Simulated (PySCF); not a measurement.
FMg, multiplicity 2. Atoms are numbered in the order given.

```xyz
2

Mg     0.0000     0.0000    -0.7569
F      0.0000     0.0000     1.0092
```
Charge 0, spin multiplicity 2.

Coordinates come from a PBE0-D3(BJ)/def2-TZVPD optimisation. The multiplicity is an assumed one; other spin states were not compared.

Method: PySCF with IEF-PCM-PBE0/def2-TZVPD.

The values are the electrostatic part of the solvation free energy, E(continuum) − E(gas) at the gas-phase geometry, in a cavity of scaled van der Waals radii (PySCF's table); cavitation and dispersion terms are not included. A continuum can't describe solvent molecules that bind to the metal. The dipole moment in vacuum is 3.26 D.

```tsv
solvent	ε	ΔG(elec) (kcal/mol)	dipole (D)
water	78.36	[?]	[?]
2-propanol	19.26	-11.8	4.00
chloroform	4.71	-9.2	3.82
```

Q: What belongs in the gaps? (The exact figures need the calculation; the answer reports its results.)

A: 
- water, ΔG(elec) (kcal/mol): -12.6
- water, dipole (D): 4.05
